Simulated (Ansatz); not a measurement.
Reaction (ligand exchange at the Si–N bond): `C=N[SiH](O)F` + CH₃SH → `CS[SiH](O)F` + `C=N`

Computed with Ansatz on PBE0-D4/def2-TZVP structures; ΔE is electronic, products minus reactants. CCSD(T)/CBS adds triple-zeta CCSD(T) − MP2 to the extrapolated MP2 energy (def2 sets, frozen cores). This one scheme is used for every species. DFT in def2-TZVPP. B3LYP here is the variant with VWN-RPA as its local correlation; programs differ in this. One conformer a species, not always the lowest.

Problem. Is it downhill or uphill in electronic energy at CCSD(T)/CBS, and by how much? (An estimate is asked.)

Solution. Ansatz gave: Downhill: ΔE = -0.13 eV.

Problem. What do these levels give: B3LYP-D4, HF/def2-TZVPP, SCS-MP2/def2-TZVPP, HF/CBS(def2), MP2/CBS(def2), CCSD/CBS(def2)? (Best estimate.)

Solution. The calculation gave: B3LYP-D4 -0.11, HF/def2-TZVPP 0.04, SCS-MP2/def2-TZVPP -0.09, HF/CBS(def2) 0.05, MP2/CBS(def2) -0.14, CCSD/CBS(def2) -0.10 eV.

Largest T1 diagnostic among the species: 0.013.

From PBE to PBE0 (25 % exact exchange), in def2-TZVPP and without D4, ΔE moves by +0.03 eV. In def2-TZVPP, CCSD(T) changes the Hartree–Fock value by −0.15 eV (the triples alone add −0.03 eV) and MP2 by −0.16 eV. The D4 term adds −0.04 eV with B3LYP and −0.02 eV with PBE0; it sums over pairs of atoms, weighted by their polarisabilities, and B3LYP, whose exchange is more repulsive, gets the larger term.
